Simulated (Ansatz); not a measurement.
Reaction (SMILES): CCC(=O)CC + 4 C (CH4) -> C=O (CH2O) [formaldehyde] + 4 CC (C2H6)
Each molecule is optimised on its own at B3LYP-D3(BJ)/def2-TZVP (Ansatz, a first-principles code), one conformer each, not searched for the lowest.

Quantity: bond separation energy (electronic energy difference), in kJ/mol. Valence correlation only, unless marked. No spin-orbit coupling. Non-relativistic. Basis-set limits of correlation are two-point, X^-3; Hartree-Fock from the larger set. [CCSD(T)-MP2]/basis is that difference in the basis named.

```json
[
 {"level": "SVWN5/def2-TZVPD", "program": "Ansatz", "bond separation energy (kJ/mol)": "122.0"},
 {"level": "BLYP/def2-TZVPD", "program": "Ansatz", "bond separation energy (kJ/mol)": "89.2"},
 {"level": "r2SCAN/def2-TZVPD", "program": "Ansatz", "bond separation energy (kJ/mol)": "112.2"},
 {"level": "PBE0/def2-QZVPP", "program": "Ansatz", "bond separation energy (kJ/mol)": "…"},
 {"level": "BHLYP-D3(BJ)/def2-TZVPD", "program": "Ansatz + dftd3", "bond separation energy (kJ/mol)": "101.1"},
 {"level": "wB97M-V/def2-TZVPD", "program": "Ansatz", "bond separation energy (kJ/mol)": "…"},
 {"level": "RPA@PBE/cc-pVQZ", "program": "Ansatz", "bond separation energy (kJ/mol)": "…"},
 {"level": "SCS-MP2/aug-cc-pVDZ", "program": "Ansatz", "bond separation energy (kJ/mol)": "96.2"},
 {"level": "SCS-MP2/cc-pwCVTZ", "program": "Ansatz", "bond separation energy (kJ/mol)": "96.9"},
 {"level": "CCSD/6-31G", "program": "Ansatz", "bond separation energy (kJ/mol)": "101.1"},
 {"level": "RI-MP2/CBS(cc-pVTZ,cc-pVQZ)+[CCSD(T)-MP2]/cc-pVTZ", "program": "Ansatz", "bond separation energy (kJ/mol)": "103.5"}
]
```

### Question
Fill in the missing entries.

### Answer

- PBE0/def2-QZVPP, bond separation energy (kJ/mol): 98.5
- wB97M-V/def2-TZVPD, bond separation energy (kJ/mol): 104.7
- RPA@PBE/cc-pVQZ, bond separation energy (kJ/mol): 91.4
